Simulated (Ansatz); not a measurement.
Reactions of AlFH₂SSi, SMILES `[F][Al]1[SiH2][S]1`.

Gas-phase electronic energies from Ansatz, PBE0-D4/def2-TZVP geometries. CCSD(T)/CBS is the MP2 limit (def2-TZVPP, def2-QZVPP) plus CCSD(T) − MP2 in def2-TZVPP, frozen cores. This one scheme is used for every species, atoms too. DFT in def2-TZVPP. Open shells (•) are unrestricted, without spin–orbit coupling. Spin–orbit coupling would lower the free atoms: a little for Al, F, S, Si. Bonds to Br are less sure, by a few kJ/mol each and by 10 to 20 or more in all where they break to atoms, as the def2 sets lack core-valence functions. Scalar relativity is left out up to krypton. Each species was taken in one conformer, which may not be the lowest.

| reaction | CCSD(T)/CBS(def2) (kJ/mol) |
| --- | --- |
| `[F][Al]1[SiH2][S]1` + NH₃ → `[NH2][Al]1[SiH2][S]1` + H–F | 84 |
| `[F][Al]1[SiH2][S]1` + H₂ → `[AlH]1[SiH2][S]1` + H–F | 147 |
| `[F][Al]1[SiH2][S]1` + BH₃ → `[BH2][Al]1[SiH2][S]1` + H–F | 176 |
| `[F][Al]1[SiH2][S]1` → Al• + F• + 2 H• + S• + Si• | ? |
| `[F][Al]1[SiH2][S]1` + HBr → `[Br][Al]1[SiH2][S]1` + H–F | 9 |

Task: Fill in the missing values. (An estimate is asked.)

Result: The calculation gave: `[F][Al]1[SiH2][S]1` → Al• + F• + 2 H• + S• + Si•: +1945.3 kJ/mol.

Largest T1 diagnostic: 0.018, for Al•.
